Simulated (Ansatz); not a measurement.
`[CH3][Al]([CH3])[CH2]Cl`, charge 0, multiplicity 1.

(1) Give a relaxed structure at PBE0-D4/def2-TZVP (Ansatz). (An estimate is asked.)

Results:

(1) Computed: 
```xyz
13

C     1.539   -0.493   -1.124
Al   -0.016    0.029   -0.066
C    -0.463    1.868    0.413
C    -1.276   -1.387    0.469
Cl   -0.175   -1.425    1.960
H     1.753   -1.561   -1.040
H     2.437    0.054   -0.824
H     1.376   -0.275   -2.185
H    -0.897    2.396   -0.443
H    -1.191    1.915    1.226
H     0.420    2.436    0.719
H    -2.272   -1.167    0.847
H    -1.235   -2.390    0.050
```
Point group Cs.
This is one stationary point; other conformers may exist.
